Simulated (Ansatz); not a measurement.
Consider the ligand exchange at a Ge–C bond: `[SiH3][CH2][GeH2][Cl]` + HCl → `[Cl][GeH2][Cl]` + `C[SiH3]`.

Gas-phase electronic energies from Ansatz, PBE0-D4/def2-TZVP geometries. CBS: MP2 limit from def2 TZ/QZ plus the TZ coupled-cluster correction, frozen cores. This one scheme is used for every species. Functionals use def2-TZVPP. B3LYP here is the variant with VWN-RPA as its local correlation; programs differ in this. For Ge outer-core shells are correlated without core-valence functions, which leaves a few kJ/mol of doubt a bond. Scalar relativity is left out up to krypton. One conformer a species, not always the lowest.

```csv
level,ΔE (kcal/mol)
r2SCAN,-19.6
B3LYP,-20.9
```

**Question.** What does CCSD(T)/CBS give? (An estimate is asked.)

**Answer.** The calculation gave: -16.4 kcal/mol. The listed levels differ from it by -3.2, -4.5 kcal/mol.

Largest T1 diagnostic among the species: 0.010.

The D4 term adds +2.1 kcal/mol with B3LYP and +1.2 kcal/mol with PBE0; it sums over pairs of atoms, weighted by their polarisabilities, and B3LYP, whose exchange is more repulsive, gets the larger term. In def2-TZVPP, CCSD(T) changes the Hartree–Fock value by +6.1 kcal/mol (the triples alone add +0.5 kcal/mol) and MP2 by +6.0 kcal/mol.
